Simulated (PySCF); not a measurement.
# One molecule, several mistakes: B2H5NSi

These are calculations, not measurements. The program is PySCF 2.14.0, an open-source quantum chemistry code, run on an isolated molecule that a program drew, which may never have been made. The molecule is B2H5NSi (charge 0, singlet), drawn as the SMILES string `BB[SiH]=N`.

Each row is a Hartree-Fock (HF) and frozen-core CCSD(T) single point in the cc-pV(D+d)Z basis, meant for a local HF minimum. Run 1 is clean. Each other run has one planted mistake out of seven kinds, and not every kind appears here: one electron removed, one electron added, multiplicity raised by two, geometry at a saddle point, minimal basis STO-3G, one bond length entered in bohr, all coordinates scaled. The reference is restricted for singlets and unrestricted otherwise, and also for a bond in bohr. Adding or removing an electron swaps singlet and doublet. Electrons count all cores. HOMO and LUMO are orbital energies over both spins, the gradient is its largest component, and the lowest frequency (negative if imaginary) is given only where the gradient is small. Bond lengths are over the 8 bonds as drawn. T1 is the CCSD diagnostic: over 0.02 (restricted) or 0.045 (unrestricted) a single reference is doubtful.

Geometry of the clean run:
```xyz
9
B2H5NSi, angstrom
B    -1.3941   -1.7680    0.7611
B    -2.0362   -0.4503   -0.0392
Si   -0.9213    1.0803   -0.7855
N    -0.2402    2.2979   -0.0460
H    -1.0605   -2.7597    0.1688
H    -1.2354   -1.7531    1.9526
H    -3.2255   -0.3687   -0.2058
H    -0.7501    1.0017   -2.2508
H    -0.2958    2.4286    0.9482
```

| run | electrons | basis functions | <S^2> | HOMO (eV) | LUMO (eV) | gradient (hartree/bohr) | lowest frequency (cm^-1) | mean bond (Å) | longest bond (Å) | T1 | HF (hartree) | CCSD(T) (hartree) | mistake |
|---|---|---|---|---|---|---|---|---|---|---|---|---|---|
| 1 | 36 | 90 | 0.000 | -9.93 | 1.00 | 8.6e-06 | 56 | 1.4218 | 2.035 | 0.0210 | -395.57283 | -396.06212 | no fault |
| 2 | 36 | 90 | 1.044 | -9.06 | 0.69 | 1.5e-02 | - | 1.5861 | 2.792 | 0.0505 | -395.46921 | -395.94491 | one bond length entered in bohr |
| 3 | 36 | 29 | 0.000 | -6.82 | 5.91 | 4.3e-02 | - | 1.4218 | 2.035 | 0.0205 | -390.85417 | -391.08728 | ? |
| 4 | 36 | 90 | 0.000 | -9.91 | -0.50 | 5.6e-05 | -420 | 1.4345 | 2.034 | 0.0201 | -395.55339 | -396.04216 | ? |

**Which mistake was planted in run 3, and what did it cost?**

It has 29 basis functions where the clean run has 90, with the same electrons and geometry. So the mistake is: minimal basis STO-3G. Subtracting run 1 and multiplying by 627.51 kcal/mol a hartree, the energy moved by 2961.0 kcal/mol in HF and 3121.8 kcal/mol in CCSD(T).

**Which mistake was planted in run 4, and what did it cost?**

The gradient is small, so the point is stationary, but the lowest frequency is imaginary (-420 cm^-1). So the mistake is: geometry at a saddle point. Subtracting run 1 and multiplying by 627.51 kcal/mol a hartree, the energy moved by 12.2 kcal/mol in HF and 12.5 kcal/mol in CCSD(T).

Cautions from the logs. Run 1: T1 is over the limit, so its CCSD(T) energy is less reliable; run 2: T1 is over the limit, so its CCSD(T) energy is less reliable; run 3: T1 is over the limit, so its CCSD(T) energy is less reliable; run 4: T1 is over the limit, so its CCSD(T) energy is less reliable.
